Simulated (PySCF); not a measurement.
**Dipole response of Fe⁻ (iron, charge -1)**

[Ar] 3d7 4s2, high-spin 4F determinant. Calculation: PySCF 2.14, in aug-cc-pVTZ; no relativity, point nucleus. Coupled (time-dependent) response in atomic units; α is the mean over directions.

```json
{"method": "LC-wPBE", "mean α (bohr³)": "536.6", "C₆ (like pair)": "8958", "S(−4)": "691600"}
```

S(−4) is the Cauchy moment in α(ω) = α(0) + S(−4) ω² + …

α(iu) at LC-wPBE:

| u (hartree) | α(iu) (bohr³) |
| --- | --- |
| 0 | 536.6 |
| 0.0500 | 226.3 |
| 0.100 | 115.0 |
| 0.200 | 45.33 |
| 0.300 | 24.75 |
| 0.500 | 11.77 |
| 0.750 | 6.815 |
| 1.00 | 4.681 |
| 1.50 | 2.727 |
| 2.00 | 1.827 |
| 3.00 | 1.011 |
| 5.00 | 0.4567 |

For an ion, C₆ is the dispersion term alone; charge-induced terms of lower order in 1/R come first.
